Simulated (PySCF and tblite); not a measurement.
Results of a calculation; reference values are marked as such.
C6H12O, numbered as in [CH3:1][C@H:2]1[CH2:3][CH2:4][CH2:5][CH2:6][O:7]1.

The ensemble was built from 90 distance-geometry starts (ETKDG and KDG, MMFF94s, GFN2-xTB) and rests on PBE0-D3(BJ)/def2-SVP geometries. Energies: PBE0-D3(BJ)/def2-TZVP, with GFN2-xTB thermal terms (modes under about 100 cm⁻¹ blended into free rotors). Symmetry numbers and mirror images are counted. Conformers within 4 kcal/mol (GFN2-xTB free energy) were kept, 5 at most. (PySCF 2.14, tblite 0.8.)

Rotational constants are equilibrium values for the commonest isotopes; dipoles come from the energy level named.

The 6-ring runs over atoms 2–3–4–5–6–7.

| conformer | shape | symmetry |
| --- | --- | --- |
| 1 | 6-ring chair (all substituents equatorial) | C1 |
| 2 | 6-ring chair (C1 axial) | C1 |

Question: Give the rotational constants and dipole components, as needed to look for these species in a jet-cooled rotational spectrum.

Answer: 
```json
{"conformer": "1", "A (MHz)": "4461", "B (MHz)": "2350", "C (MHz)": "1693", "abs μa (D)": "0.66", "abs μb (D)": "0.96", "abs μc (D)": "0.55", "κ": "-0.53", "Ic−Ia−Ib (u Å²)": "-29.9"}
{"conformer": "2", "A (MHz)": "3711", "B (MHz)": "2673", "C (MHz)": "2019", "abs μa (D)": "0.33", "abs μb (D)": "1.05", "abs μc (D)": "0.78", "κ": "-0.23", "Ic−Ia−Ib (u Å²)": "-75.0"}
```

Question: Which type of transition is strongest for conformer 1?

Answer: b-type, since that component is clearly the largest; the top is asymmetric (κ = -0.53).
